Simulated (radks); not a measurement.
Question: These are the eigenvalues of the occupied orbitals of an atom or ion with whole-number occupations (hartree). Calculated with a radial shooting solver on a logarithmic mesh with Libxc functionals: Dirac Kohn-Sham, PBEsol, spin-unpolarised, spherical densities, point nucleus.

| orbital | eigenvalue |
|---|---|
| 1s1/2 | -66.29910 |
| 2s1/2 | -5.89483 |
| 2p1/2 | -4.30632 |
| 2p3/2 | -4.28248 |
| 3s1/2 | -1.04693 |

Which element is it, and in what charge state? The configuration may be excited. Open shells, if any, are shared by 2j + 1.

Answer: Z = 14, silicon, charge +2: Si2+ in [Ne] 3s2. The list shows which subshells hold electrons but not how many an open one holds; the 1s level, -66.299 hartree, gives Z - s = 11.5 by -(Z - s)^2/2, which with screening and relativity narrows Z to a few neighbours, and the depths of the outer levels then fix element, charge and occupations together.
